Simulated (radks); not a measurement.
The nuclear charge of the lead ion Pb+ is varied continuously with 81 electrons held in [Hg] 6p1. Method: scalar-relativistic Kohn-Sham, r2SCAN, spin-polarised, spherical densities, finite nucleus; open shells are filled with parallel spins first (spin-orbit coupling, left out, can overturn this in heavy ions); meta-GGA in the generalised Kohn-Sham scheme; Fermi nuclear charge, rms radius 5.5012 fm; computed with a radial shooting solver on a logarithmic mesh with Libxc functionals. By the Hellmann-Feynman theorem dE/dZ = E(electron-nucleus)/Z, the electronic potential at the nucleus (averaged over a nucleus of fixed radius). The scalar-relativistic energy here is not variational (the density holds large components alone), so the two differ by a part that grows with Z.

| Z | E (hartree) | E(electron-nucleus)/Z (hartree) | HOMO | e(HOMO) (eV) | <r> HOMO (bohr) |
|---|---|---|---|---|---|
| 81 | -20243.0156 | -623.127 | 6p | -2.672 | 3.720 |
| 81.5 | -20559.0896 | -629.187 | 6p | -6.223 | 3.253 |
| 82 | -20878.2706 | -635.264 | 6p | -10.300 | 2.965 |
| 82.5 | -21200.5691 | -641.361 | 6p | -14.809 | 2.757 |
| 83 | -21525.9975 | -647.480 | 6p | -19.703 | 2.594 |

The central difference of E at Z = 82 is -641.479 hartree, to compare with the third column; the second derivative is -12.5 hartree.
